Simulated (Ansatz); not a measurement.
Relaxation of CH4ClGa (7 atoms, charge 0, multiplicity 1), to a largest force component of 0.03 eV/Å in at most 50 steps.

Theory: RKS B3LYP/def2-SVP (Ansatz 0.2.0).

```xyz
7
Properties=species:S:1:pos:R:3:forces:R:3
Ga 0.247 -0.004 -1.236 0.01 0.00 -0.01
Cl 1.492 0.002 1.973 0.49 0.00 -0.85
H 2.127 -0.002 0.797 -0.52 0.00 0.85
C -1.794 0.001 -1.057 -0.01 0.00 -0.03
H -2.157 -0.916 -0.556 0.01 0.01 0.00
H -2.148 0.867 -0.468 0.01 -0.01 0.00
H -2.272 0.052 -2.054 0.01 0.00 0.04
```

Q: Where does it end, and by what steps?

A: It converged. The force dipped under the threshold on the way, but the program's further checks kept it going. After 15 steps the energy has fallen by 0.025 eV; Cl2 moved furthest, 0.37 Å.

```json
{"step": "0", "energy less start (eV)": "0.0000", "largest force component (eV/Å)": "0.854", "accepted": "yes"}
{"step": "1", "energy less start (eV)": "0.0042", "largest force component (eV/Å)": "1.084", "accepted": "no"}
{"step": "2", "energy less start (eV)": "-0.0128", "largest force component (eV/Å)": "0.534", "accepted": "yes"}
{"step": "3", "energy less start (eV)": "-0.0210", "largest force component (eV/Å)": "0.075", "accepted": "yes"}
{"step": "4", "energy less start (eV)": "-0.0218", "largest force component (eV/Å)": "0.040", "accepted": "yes"}
{"step": "5", "energy less start (eV)": "-0.0233", "largest force component (eV/Å)": "0.083", "accepted": "yes"}
{"step": "6", "energy less start (eV)": "-0.0236", "largest force component (eV/Å)": "0.180", "accepted": "yes"}
{"step": "7", "energy less start (eV)": "-0.0244", "largest force component (eV/Å)": "0.076", "accepted": "yes"}
{"step": "8", "energy less start (eV)": "-0.0244", "largest force component (eV/Å)": "0.036", "accepted": "yes"}
{"step": "9", "energy less start (eV)": "-0.0249", "largest force component (eV/Å)": "0.010", "accepted": "yes"}
{"step": "10", "energy less start (eV)": "-0.0250", "largest force component (eV/Å)": "0.009", "accepted": "yes"}
{"step": "11", "energy less start (eV)": "-0.0251", "largest force component (eV/Å)": "0.030", "accepted": "yes"}
{"step": "12", "energy less start (eV)": "-0.0252", "largest force component (eV/Å)": "0.039", "accepted": "yes"}
{"step": "13", "energy less start (eV)": "-0.0252", "largest force component (eV/Å)": "0.036", "accepted": "yes"}
{"step": "14", "energy less start (eV)": "-0.0252", "largest force component (eV/Å)": "0.036", "accepted": "yes"}
{"step": "15", "energy less start (eV)": "-0.0253", "largest force component (eV/Å)": "0.014", "accepted": "yes"}
```

```xyz
7
Properties=species:S:1:pos:R:3
Ga 0.209 0.014 -1.086
Cl 1.849 -0.017 2.082
H 1.966 0.002 0.779
C -1.833 0.002 -1.095
H -2.225 -0.909 -0.606
H -2.235 0.875 -0.549
H -2.234 0.032 -2.125
```

Whether the end is a true minimum wasn't checked by a vibrational analysis.

Time of the run: 28 s on 2 threads of Arm Neoverse V1 (shared host), peak memory 0.17 GiB.
